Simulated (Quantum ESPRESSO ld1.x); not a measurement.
Results of a calculation; reference values are marked as such.
Question: Coherent X-ray form factor from a spherical all-electron density. Code: ld1.x of Quantum ESPRESSO 7.5. Model: Dirac Kohn-Sham, LDA (Slater exchange, Perdew-Zunger correlation), spin-unpolarised, spherical densities, point nucleus.

| sin(theta)/lambda (1/angstrom) | f0 (electrons) |
|---|---|
| 0.05 | 38.813 |
| 0.1 | 38.264 |
| 0.15 | 37.384 |
| 0.2 | 36.220 |
| 0.25 | 34.834 |
| 0.3 | 33.291 |
| 0.4 | 29.998 |
| 0.5 | 26.789 |
| 0.6 | 23.947 |
| 0.8 | 19.631 |
| 1 | 16.656 |
| 1.25 | 13.741 |
| 1.5 | 11.228 |
| 2 | 7.620 |

The species is in the configuration that NIST lists as its ground one. Which atom or ion scatters so?

Answer: The antimony ion Sb12+, [Kr] 4d3. Extrapolating in s^2 from the first two rows gives f0(0) = 39.0, near the electron count 39; among species with that count, the fall with angle is slower the higher Z, and the table is that of Z = 51; from so few rows the species is fixed only to a neighbour or two.
